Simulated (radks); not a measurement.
Results of a calculation; reference values are marked as such.
Initial-state core-level shifts of neutral germanium when its valence configuration changes from [Ar] 3d10 4s2 4p2. Code: a radial shooting solver on a logarithmic mesh with Libxc functionals. Model: scalar-relativistic Kohn-Sham, PBEsol, spin-unpolarised, spherical densities, finite nucleus; Fermi nuclear charge, rms radius 4.0742 fm. Shifts are changes of the shell-averaged eigenvalues in eV (positive: less bound); the change of the density at the nucleus, which sets a Mossbauer isomer shift, is in e/bohr^3, on a base of 3.203e+04.

| valence | 1s | 2s | 3s | 3p | density at nucleus |
|---|---|---|---|---|---|
| 3d9.5 4s2 4p2.5 | -5.704 | -6.268 | -5.262 | -5.148 | +5.649 |
| 3d9 4s2 4p3 | -11.644 | -12.827 | -10.640 | -10.408 | +11.610 |
| 3d9.5 4s1 4p3.5 | -7.428 | -7.932 | -6.968 | -6.847 | -12.700 |
| 3d7.5 4s2 4p4.5 | -30.841 | -34.175 | -27.379 | -26.788 | +31.249 |
| 3d10 4p4 | -3.495 | -3.356 | -3.470 | -3.459 | -34.928 |
| 3d10 4s1.5 4p2.5 | -0.924 | -0.888 | -0.915 | -0.913 | -8.185 |
| 3d10 4s1 4p3 | -1.811 | -1.740 | -1.796 | -1.790 | -16.749 |
| 3d8 4s2 4p4 | -24.217 | -26.788 | -21.708 | -21.236 | +24.420 |
| 3d9.5 4s0.5 4p4 | -8.249 | -8.724 | -7.783 | -7.658 | -22.389 |
